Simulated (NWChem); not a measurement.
# CaH₂S₂; SMILES [SH][Ca][SH]

```xyz
5

Ca     0.0000     0.0000     0.3074
S      2.5485    -0.0280    -0.1230
H      2.5140     0.9017    -1.1057
S     -2.5485     0.0280    -0.1230
H     -2.5140    -0.9017    -1.1057
```
Atoms are numbered in this order, from 1.

The geometry was optimised at PBE0/def2-SVP.

Symmetry labels are those of C2 in the frame above (b1 and b2, or b-type labels, depend on it).

Problem. List the 4 lowest vertical singlet excitations from B3LYP/def2-SVPD, TDA (NWChem).

Solution. 
```json
[
 {"state": "S1", "energy (eV)": "3.14", "oscillator strength": "0.026", "symmetry": "b", "leading excitation (squared amplitude)": "HOMO → LUMO (0.99)"},
 {"state": "S2", "energy (eV)": "3.16", "oscillator strength": "0.021", "symmetry": "a", "leading excitation (squared amplitude)": "HOMO−1 → LUMO (0.99)"},
 {"state": "S3", "energy (eV)": "3.39", "oscillator strength": "0.028", "symmetry": "b", "leading excitation (squared amplitude)": "HOMO−2 → LUMO (0.98)"},
 {"state": "S4", "energy (eV)": "4.08", "oscillator strength": "0.002", "symmetry": "a", "leading excitation (squared amplitude)": "HOMO−3 → LUMO (0.99)"}
]
```
